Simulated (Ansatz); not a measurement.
# Molecular dynamics of H4C

The input (input.yaml):

```yaml
accuracy: low
crystal:
  lattice:
    - [7.958114, 0.0, 0.0]
    - [0.0, 7.958114, 0.0]
    - [0.0, 0.0, 7.958114]
  atoms:
    - { symbol: C, position: [0.69428375, 0.8406356, 0.25981003] }
    - { symbol: H, position: [0.73583121, 0.92586571, 0.35810373] }
    - { symbol: H, position: [0.58945447, 0.76624838, 0.30602178] }
    - { symbol: H, position: [0.79701208, 0.75739746, 0.22497822] }
    - { symbol: H, position: [0.65461183, 0.91256288, 0.15074059] }
    - { symbol: C, position: [0.96429114, 0.50211881, 0.51951396] }
    - { symbol: H, position: [1.03361391, 0.58505721, 0.43581449] }
    - { symbol: H, position: [1.05184199, 0.42534126, 0.59091386] }
    - { symbol: H, position: [0.88287158, 0.42103606, 0.44549496] }
    - { symbol: H, position: [0.88871985, 0.57695044, 0.60534309] }
    - { symbol: C, position: [0.09438778, 0.3561875, 0.00140299] }
    - { symbol: H, position: [0.20346813, 0.35652663, -0.08106324] }
    - { symbol: H, position: [0.07465605, 0.48188172, 0.05177404] }
    - { symbol: H, position: [0.11543679, 0.26869325, 0.10443918] }
    - { symbol: H, position: [-0.01584206, 0.31760672, -0.06953102] }
    - { symbol: C, position: [0.28916175, 0.90305282, 0.92000822] }
    - { symbol: H, position: [0.1831204, 0.91957853, 1.0046149] }
    - { symbol: H, position: [0.34634464, 1.02469064, 0.89481971] }
    - { symbol: H, position: [0.2456267, 0.84803015, 0.80274697] }
    - { symbol: H, position: [0.38133119, 0.82021615, 0.97760278] }
    - { symbol: C, position: [0.3494997, 0.11703739, 0.45162473] }
    - { symbol: H, position: [0.24703495, 0.15691029, 0.53281058] }
    - { symbol: H, position: [0.30836326, 0.01275678, 0.37329699] }
    - { symbol: H, position: [0.45522275, 0.07679454, 0.52841582] }
    - { symbol: H, position: [0.38794374, 0.2212033, 0.37197471] }
    - { symbol: C, position: [0.46999833, 0.58520852, 0.62299665] }
    - { symbol: H, position: [0.5175197, 0.71384198, 0.62139175] }
    - { symbol: H, position: [0.34476518, 0.5823762, 0.56734935] }
    - { symbol: H, position: [0.46301466, 0.540297, 0.75208617] }
    - { symbol: H, position: [0.55440244, 0.50477031, 0.55130244] }
    - { symbol: C, position: [0.60425045, 0.39570518, 0.10381941] }
    - { symbol: H, position: [0.47858147, 0.44507074, 0.12877815] }
    - { symbol: H, position: [0.67680419, 0.3936559, 0.22027653] }
    - { symbol: H, position: [0.66789983, 0.47625128, 0.0134659] }
    - { symbol: H, position: [0.59451282, 0.26808369, 0.05356726] }
    - { symbol: C, position: [0.81017588, 1.00158487, 0.77510757] }
    - { symbol: H, position: [0.85902121, 1.02702997, 0.90012773] }
    - { symbol: H, position: [0.73715429, 0.88601617, 0.77745334] }
    - { symbol: H, position: [0.91447597, 0.98818735, 0.68791369] }
    - { symbol: H, position: [0.7302849, 1.10523651, 0.73543168] }
basis:
  ecutwfc: 500.0
kpoints:
  mp_grid: { grid: [1, 1, 1] }
hamiltonian:
  xc: r2scan
  dispersion: d3bj
scf:
  occupations: { method: fermi_dirac, width: 0.02 }
  lower_state_search: "off"
md:
  timestep: 0.5
  n_steps: 40
  ensemble: nvt_langevin
  temperature: 1500.0
  initial_velocities: maxwell_boltzmann
  seed: 649312
  friction: 0.02
```

Launched with:

```bash
$ ansatz run input.yaml --threads 1 --pin off --max-ram 3072MiB --backend cpu --events-out ev --progress --plain --runs-dir out
```

It starts from a partly relaxed structure (largest force component 0.21 eV/Å).

Output, in part (step lines):

```
md step     0: t =     0.00 fs  T =  1462.5 K  F+E_penalty+E_count = -2534.28018885 eV  E_kin = 7.561710 eV  (9 SCF iters)
[... lines left out ...]
```

The steps, from the saved trajectory:

```
time (fs)  T (K)  potential energy less start (eV)
      0.0   1462                             0.000
      0.5   1441                             0.171
      1.0   1335                             0.642
      1.5   1188                             1.279
      2.0   1066                             1.927
      2.5    964                             2.448
      3.0    887                             2.777
      3.5    836                             2.941
      4.0    823                             2.998
      4.5    868                             2.998
      5.0    835                             3.002
      5.5    851                             3.028
      6.0    865                             3.078
      6.5    821                             3.153
      7.0    818                             3.212
      7.5    832                             3.214
      8.0    843                             3.124
      8.5    885                             2.907
      9.0    986                             2.537
      9.5   1032                             2.057
     10.0   1088                             1.606
     10.5   1141                             1.295
     11.0   1192                             1.169
     11.5   1157                             1.268
     12.0   1118                             1.545
     12.5   1009                             1.907
     13.0   1028                             2.267
     13.5   1011                             2.527
     14.0   1027                             2.668
     14.5   1051                             2.744
     15.0    962                             2.770
     15.5    936                             2.794
     16.0   1014                             2.874
     16.5   1028                             2.996
     17.0   1017                             3.132
     17.5   1004                             3.286
     18.0    992                             3.430
     18.5   1079                             3.484
     19.0   1108                             3.400
     19.5   1212                             3.216
     20.0   1301                             2.992
```

The run went to its last step. The mean temperature of the second half is 29 % below the set value. A run of 0.02 ps of so small a system gives no equilibrium averages. Limits of this set-up: coarse k mesh, low accuracy level.

Mean squared displacements from the first frame to the last, about the centre of mass: C 0.05 Å², H 0.43 Å².

Last frame:

```xyz
40
Lattice="7.9581 0.0000 0.0000 0.0000 7.9581 0.0000 0.0000 0.0000 7.9581" Properties=species:S:1:pos:R:3
C 5.615 6.510 2.215
H 6.032 7.140 3.045
H 5.164 5.671 2.656
H 6.551 6.167 1.634
H 4.858 7.153 1.824
C 7.755 3.921 3.928
H 8.751 3.636 3.723
H 7.592 4.083 4.916
H 7.261 3.035 3.635
H 7.417 4.988 3.636
C 0.575 3.080 -0.142
H 1.447 3.009 -0.789
H 0.643 3.970 0.449
H 0.654 2.055 0.247
H -0.143 3.046 -0.831
C 2.369 7.039 7.439
H 1.701 6.946 8.278
H 2.908 7.908 7.219
H 1.900 6.841 6.462
H 3.126 6.116 7.460
C 2.853 0.905 3.643
H 2.265 1.367 4.309
H 2.191 0.076 3.487
H 3.839 0.604 4.176
H 3.184 1.343 2.780
C 3.801 4.558 4.850
H 4.021 5.415 5.413
H 2.878 4.893 4.513
H 3.736 3.658 5.420
H 4.533 4.491 4.118
C 4.660 3.122 0.821
H 3.898 3.534 1.496
H 5.626 3.648 0.884
H 4.409 3.198 -0.254
H 4.831 1.979 1.110
C 6.253 8.110 6.103
H 6.309 8.409 7.186
H 6.307 6.968 6.034
H 7.077 8.480 5.542
H 5.256 8.528 5.827
```

The run took 14 min on 1 thread of Arm Neoverse V1, on a shared host, peak memory 0.83 GiB.
